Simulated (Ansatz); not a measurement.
Born–Oppenheimer molecular dynamics of CH$_{4}$Cl$_{2}$Si (8 atoms, charge 0, multiplicity 1). It starts from a relaxed structure.

The calculation used RKS PBE/6-31G* (Ansatz 0.2.0).

```yaml
ensemble: NVE (velocity Verlet)
time_step: 0.5 fs
steps_asked: 150
starting_velocities_drawn_for: 1000 K
seed: 910986
```

Frames 0.5 fs apart, positions in Å, forces in eV/Å.

Velocities at 40 fs (Å/ps):

```
Si 2.95 -0.39 1.12
H -3.90 -20.51 -10.60
Cl -2.67 1.96 0.25
C 6.62 -2.09 -2.32
H 13.67 -36.41 3.83
H -2.33 16.89 -5.41
H -6.56 -8.38 2.82
Cl -1.93 0.44 -0.08
```

```xyz
8
Properties=species:S:1:pos:R:3:forces:R:3 time_fs=40 energy_less_start_eV=0.570 T=267
Si 0.069 -0.088 -0.184 -0.64 0.33 0.57
H 0.126 -0.421 1.246 -0.41 -0.05 0.43
Cl 2.141 0.297 -0.312 -0.24 -0.38 -0.79
C -0.844 1.567 -0.580 2.21 0.55 -0.13
H -1.749 1.663 0.009 -0.65 -0.08 -0.02
H -0.141 2.430 -0.277 -0.71 -1.15 -0.06
H -0.962 1.735 -1.664 -0.50 -0.23 0.08
Cl -1.030 -1.811 -0.913 0.94 1.00 -0.09
8
Properties=species:S:1:pos:R:3:forces:R:3 time_fs=40.5 energy_less_start_eV=0.571 T=265
Si 0.070 -0.088 -0.184 -0.63 0.31 0.49
H 0.123 -0.432 1.241 -0.40 -0.04 0.49
Cl 2.139 0.298 -0.312 -0.20 -0.38 -0.78
C -0.840 1.566 -0.581 2.25 0.56 -0.07
H -1.743 1.644 0.011 -0.72 -0.02 0.02
H -0.143 2.437 -0.280 -0.74 -1.21 -0.07
H -0.966 1.731 -1.663 -0.50 -0.22 0.02
Cl -1.030 -1.811 -0.913 0.94 1.00 -0.10
8
Properties=species:S:1:pos:R:3:forces:R:3 time_fs=41 energy_less_start_eV=0.566 T=272
Si 0.071 -0.088 -0.183 -0.62 0.29 0.43
H 0.120 -0.442 1.237 -0.39 -0.03 0.53
Cl 2.138 0.299 -0.312 -0.16 -0.38 -0.77
C -0.836 1.565 -0.582 2.17 0.51 0.01
H -1.738 1.626 0.013 -0.71 0.02 0.02
H -0.146 2.441 -0.283 -0.73 -1.21 -0.06
H -0.971 1.726 -1.661 -0.49 -0.22 -0.05
Cl -1.031 -1.811 -0.913 0.94 1.01 -0.11
8
Properties=species:S:1:pos:R:3:forces:R:3 time_fs=41.5 energy_less_start_eV=0.554 T=288
Si 0.073 -0.088 -0.183 -0.61 0.26 0.40
H 0.116 -0.453 1.235 -0.38 -0.01 0.54
Cl 2.137 0.299 -0.312 -0.12 -0.38 -0.76
C -0.832 1.564 -0.583 1.97 0.41 0.09
H -1.736 1.608 0.015 -0.65 0.06 -0.02
H -0.152 2.443 -0.286 -0.66 -1.14 -0.03
H -0.977 1.720 -1.660 -0.48 -0.21 -0.11
Cl -1.032 -1.810 -0.913 0.93 1.01 -0.12
8
Properties=species:S:1:pos:R:3:forces:R:3 time_fs=42 energy_less_start_eV=0.536 T=309
Si 0.074 -0.088 -0.182 -0.60 0.22 0.39
H 0.110 -0.463 1.234 -0.36 0.02 0.53
Cl 2.135 0.300 -0.312 -0.09 -0.39 -0.75
C -0.827 1.563 -0.585 1.66 0.24 0.18
H -1.734 1.589 0.017 -0.53 0.09 -0.08
H -0.159 2.441 -0.289 -0.55 -1.00 0.02
H -0.985 1.714 -1.658 -0.46 -0.20 -0.15
Cl -1.033 -1.810 -0.913 0.93 1.01 -0.13
8
Properties=species:S:1:pos:R:3:forces:R:3 time_fs=42.5 energy_less_start_eV=0.518 T=333
Si 0.075 -0.088 -0.181 -0.60 0.18 0.40
H 0.104 -0.474 1.234 -0.35 0.05 0.49
Cl 2.134 0.301 -0.312 -0.06 -0.39 -0.73
C -0.822 1.563 -0.586 1.26 0.01 0.24
H -1.735 1.572 0.019 -0.37 0.13 -0.17
H -0.168 2.437 -0.292 -0.40 -0.80 0.08
H -0.993 1.708 -1.658 -0.42 -0.20 -0.17
Cl -1.034 -1.809 -0.913 0.93 1.01 -0.14
8
Properties=species:S:1:pos:R:3:forces:R:3 time_fs=43 energy_less_start_eV=0.502 T=353
Si 0.076 -0.089 -0.180 -0.60 0.13 0.43
H 0.097 -0.484 1.236 -0.33 0.09 0.44
Cl 2.133 0.302 -0.312 -0.02 -0.39 -0.71
C -0.816 1.562 -0.587 0.79 -0.29 0.26
H -1.736 1.554 0.020 -0.18 0.17 -0.26
H -0.177 2.432 -0.295 -0.20 -0.53 0.16
H -1.003 1.701 -1.657 -0.38 -0.19 -0.16
Cl -1.034 -1.809 -0.913 0.92 1.01 -0.15
8
Properties=species:S:1:pos:R:3:forces:R:3 time_fs=43.5 energy_less_start_eV=0.493 T=365
Si 0.078 -0.089 -0.180 -0.60 0.07 0.48
H 0.090 -0.494 1.238 -0.31 0.13 0.37
Cl 2.131 0.303 -0.313 0.01 -0.40 -0.70
C -0.811 1.561 -0.588 0.27 -0.65 0.24
H -1.737 1.537 0.021 0.00 0.21 -0.35
H -0.187 2.425 -0.298 0.03 -0.20 0.25
H -1.013 1.693 -1.657 -0.32 -0.18 -0.14
Cl -1.035 -1.808 -0.913 0.92 1.01 -0.17
8
Properties=species:S:1:pos:R:3:forces:R:3 time_fs=44 energy_less_start_eV=0.491 T=367
Si 0.079 -0.089 -0.179 -0.61 0.01 0.55
H 0.081 -0.504 1.241 -0.28 0.18 0.28
Cl 2.130 0.304 -0.313 0.04 -0.40 -0.68
C -0.805 1.560 -0.589 -0.26 -1.04 0.18
H -1.739 1.520 0.021 0.17 0.26 -0.42
H -0.197 2.417 -0.300 0.28 0.16 0.35
H -1.024 1.685 -1.657 -0.25 -0.17 -0.08
Cl -1.035 -1.807 -0.913 0.92 1.01 -0.18
8
Properties=species:S:1:pos:R:3:forces:R:3 time_fs=44.5 energy_less_start_eV=0.498 T=358
Si 0.080 -0.089 -0.178 -0.61 -0.06 0.63
H 0.072 -0.513 1.245 -0.26 0.23 0.18
Cl 2.128 0.304 -0.313 0.06 -0.41 -0.66
C -0.800 1.559 -0.590 -0.77 -1.44 0.07
H -1.740 1.504 0.019 0.32 0.30 -0.47
H -0.206 2.410 -0.301 0.52 0.53 0.45
H -1.036 1.677 -1.658 -0.17 -0.16 -0.02
Cl -1.036 -1.806 -0.914 0.91 1.01 -0.19
8
Properties=species:S:1:pos:R:3:forces:R:3 time_fs=45 energy_less_start_eV=0.510 T=343
Si 0.081 -0.089 -0.177 -0.62 -0.12 0.71
H 0.062 -0.522 1.250 -0.23 0.28 0.09
Cl 2.127 0.305 -0.314 0.09 -0.41 -0.64
C -0.794 1.558 -0.591 -1.23 -1.79 -0.05
H -1.740 1.488 0.017 0.43 0.34 -0.49
H -0.214 2.404 -0.301 0.72 0.85 0.53
H -1.048 1.669 -1.658 -0.08 -0.14 0.06
Cl -1.036 -1.806 -0.914 0.91 1.00 -0.20
8
Properties=species:S:1:pos:R:3:forces:R:3 time_fs=45.5 energy_less_start_eV=0.523 T=327
Si 0.082 -0.089 -0.176 -0.63 -0.19 0.79
H 0.052 -0.530 1.254 -0.20 0.33 -0.01
Cl 2.126 0.306 -0.314 0.12 -0.42 -0.63
C -0.789 1.556 -0.592 -1.58 -2.06 -0.17
H -1.739 1.474 0.014 0.51 0.38 -0.49
H -0.220 2.401 -0.299 0.86 1.09 0.58
H -1.061 1.660 -1.659 0.01 -0.12 0.14
Cl -1.036 -1.805 -0.914 0.91 1.00 -0.21
```

Of the whole run (75 fs, mean temperature of the second half 406 K): The conserved energy stayed within 0.17 meV per atom of its start (net change 0.084 meV per atom), so the integration is sound. A run of 0.075 ps of so small a system gives no equilibrium averages.

The run took 3.3 min on 1 thread of Intel(R) Xeon(R) 6975P-C (Granite Rapids) (shared host), peak memory 0.14 GiB.
